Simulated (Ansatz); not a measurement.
# Abstraction of Cl: C2H5Cl2Ga + CHF2 → C2H5ClGa + CHClF2

Species: C2H5Cl2Ga `C[CH2][Ga]([Cl])[Cl]`, singlet; CHF2 (difluoromethyl radical) `F[CH]F`, doublet; C2H5ClGa `C[CH2][Ga][Cl]`, doublet; CHClF2 (difluorochloromethane) `FC(F)Cl`, singlet. A radical takes Cl: the energy is the difference in strength between the Ga–Cl bond broken and the C–Cl bond made.

Shapes, held fixed at every level: PBE0-D4/def2-TZVP. Flexible molecules stand in one conformer, not always the lowest. Programs: Ansatz 0.2.0. Electronic energies: no zero-point or thermal term.

Problem. Estimate ΔE of this reaction.

Solution. The highest level, CCSD(T)/def2-TZVPP, gives ΔE = +77.6 kJ/mol; the levels span +55.8 to +117.7. The column of differences is taken from that level and isn't an error. No measured value is set beside it here. Open shells run unrestricted. Relativity is left out for Ga. Outer-core shells of Ga are correlated, in sets that cover them unevenly.

```tsv
level	kind	ΔE (kJ/mol)	less CCSD(T)/def2-TZVPP
HF/def2-SVP	Hartree–Fock	+117.7	+40.1
PBE-D4/def2-TZVPP	GGA	+55.8	-21.8
PBE0-D4/def2-TZVPP	global hybrid	+69.3	-8.3
wB97M-V/def2-TZVPP	range-separated hybrid	+64.1	-13.5
CCSD/def2-SVP	coupled cluster or CI	+89.3	+11.7
CCSD/def2-TZVPP	coupled cluster or CI	+82.2	+4.6
CCSD(T)/def2-TZVPP	coupled cluster or CI	+77.6	0.0
```
